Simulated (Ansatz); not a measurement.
Program: Ansatz 0.2.0.

Basis-set series for `[CH3][Al]([OH])[SiH3]`. Charge 0, multiplicity 1. The structure was optimised at the PBE0-D4/def2-TZVP level. It is one conformer, not always the lowest.

```tsv
functional	basis	functions	energy (Eh)	HOMO (eV)	LUMO (eV)
PBE0-D4	def2-SVP	99	-648.89402	-7.28	-0.93
PBE0-D4	def2-TZVPP	244	-649.22412	-7.30	-1.06
ωB97M-V	def2-SVP	99	-649.15458	-9.28	0.81
ωB97M-V	def2-TZVPP	244	-649.49082	-9.32	0.59
```

(1) Give the rows for def2-QZVPP. (Estimate.)

Answers

(1) The calculation gave: 
```json
{"functional": "PBE0-D4", "basis": "def2-QZVPP", "functions": "464", "energy (Eh)": "-649.24857", "HOMO (eV)": "-7.32", "LUMO (eV)": "-1.10"}
{"functional": "ωB97M-V", "basis": "def2-QZVPP", "functions": "464", "energy (Eh)": "-649.51428", "HOMO (eV)": "-9.34", "LUMO (eV)": "0.42"}
```

Positive LUMOs are unbound and depend on the basis.
